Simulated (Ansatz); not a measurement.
One change: `CO[Si]1(Cl)CO1` becomes `[AlH2][NH][Si]1(Cl)CO1`.

Ansatz, PBE0-D4/def2-TZVP geometries, multiplicity 1. Each molecule was computed in one conformer, which needn't be the lowest.

| property | `CO[Si]1(Cl)CO1` |
| --- | --- |
| LUMO energy (B3LYP/def2-TZVPP) / eV | -0.03 |
| HOMO–LUMO gap (PBE/def2-TZVPP) / eV | 5.56 |
| size of the dipole moment (ωB97M-V/def2-TZVPP) / D | 2.34 |
| LUMO energy (ωB97M-V/def2-TZVPP) / eV | 2.14 |
| HOMO energy (PBE0/def2-TZVPP) / eV | -7.71 |
| LUMO energy (PBE/def2-TZVPP) / eV | -0.77 |

(1) Give the same properties after the change, and the shifts. (An estimate is asked.)

Answers

(1) The calculation gave: 
| property | `[AlH2][NH][Si]1(Cl)CO1` | shift |
| --- | --- | --- |
| LUMO energy (B3LYP/def2-TZVPP) / eV | -1.50 | -1.47 |
| HOMO–LUMO gap (PBE/def2-TZVPP) / eV | 4.11 | -1.45 |
| size of the dipole moment (ωB97M-V/def2-TZVPP) / D | 2.34 | 0.00 |
| LUMO energy (ωB97M-V/def2-TZVPP) / eV | 0.30 | -1.84 |
| HOMO energy (PBE0/def2-TZVPP) / eV | -7.46 | 0.25 |
| LUMO energy (PBE/def2-TZVPP) / eV | -2.04 | -1.27 |

With PBE0 the HOMO rises by 0.25 eV and the LUMO falls by 1.54 eV, so the gap narrows by about 1.79 eV. PBE moves the HOMO by 0.18 eV and ωB97M-V by 0.27 eV. Dipoles are sizes alone; their direction can turn.

B3LYP here is the variant with VWN-RPA as its local correlation; programs differ in this.
